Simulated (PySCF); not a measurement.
C4H12OSi.
Bonds: C1–C2, C2–C3, C2–C4, C2–O5, O5–Si6. Hydrogens: H7, H8, H9 on C1; H10, H11, H12 on C3; H13, H14, H15 on C4; H16, H17, H18 on Si6.

Method used: PBE0-D3(BJ)/def2-SVP geometry optimisation, gas phase in PySCF.

Q: List the bond lengths, angles and torsions at this level.

A: 
```csv
bond,length (Å)
"C1–C2, C2–C3, C2–C4",1.525
C2–O5,1.426
O5–Si6,1.661
C1–H7 and 8 like bonds,1.100
"Si6–H16, Si6–H17",1.493
Si6–H18,1.498
```

Bonds in one row agree within 0.01 Å and their mean is given. A selection of angles:
```csv
angle,degrees
C2–C1–H7,110.8
C2–C1–H8,110.5
H7–C1–H8,108.4
C1–C2–C3,110.7
C1–C2–O5,110.0
C4–C2–O5,105.4
H13–C4–H14,108.8
C2–O5–Si6,130.4
O5–Si6–H16,112.4
O5–Si6–H17,105.8
H16–Si6–H17,109.0
H16–Si6–H18,107.9
```

Torsions: C1–C2–O5–Si6 -54° (synclinal). The mirror-image conformer, all signs reversed, is as good.

Of the pairs four or more bonds apart, Si6···H9 is among the closest relative to their van der Waals radii: 2.99 Å, 91 % of the sum of Bondi's values. O5 (silyl ether oxygen) is bent (angle 130.4°). All 3 C–C bonds measure 1.523 to 1.526 Å. Si6 (oxygen-bound silicon) is distorted tetrahedral (angles from 105.8° to 112.4°).

Stationary, but not proved a minimum.
